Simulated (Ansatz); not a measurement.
System: HgCl₂, charge 0, singlet. HgCl2 (SMILES [Cl][Hg][Cl]).
B3LYP-D3(BJ)/def2-TZVP minimum from Ansatz (a program for electronic structure):
```
Hg
Cl 1 2.2848
Cl 1 2.2848 2 180.00
```
Charge 0, spin multiplicity 1.

Property: atomisation energy (electronic, to ground-state atoms), in kcal/mol. Open shells are spin-unrestricted; no spin-orbit coupling. Correlated methods leave the cores frozen (noble-gas shells, and filled d and f shells in the p block). Past Kr the def2 sets carry scalar-relativistic core potentials. CBS(X,Y): correlation extrapolated as X^-3, Hartree-Fock from the larger set. A bracket is a step between two methods taken in the basis named.

CCSD(T)/CBS(def2-TZVPP,def2-QZVPP) + [CCSDT(Q) - CCSD(T)]/def2-SVP (Ansatz) gives 108.4 kcal/mol.

Problem. How far off this value is PBE/def2-TZVPD (Ansatz), in which direction, and how far these levels: r2SCAN/def2-TZVPD, B3LYP/def2-TZVPD, PBE0/def2-TZVPD, CCSD(T)/CBS(def2-TZVPP,def2-QZVPP)?

Solution. PBE gives 108.6 kcal/mol, 0.2 kcal/mol above it. Differences of the others: r2SCAN/def2-TZVPD (Ansatz) 2.1; B3LYP/def2-TZVPD (Ansatz) -11.3; PBE0/def2-TZVPD (Ansatz) -1.0; CCSD(T)/CBS(def2-TZVPP,def2-QZVPP) (Ansatz) -0.3 kcal/mol.
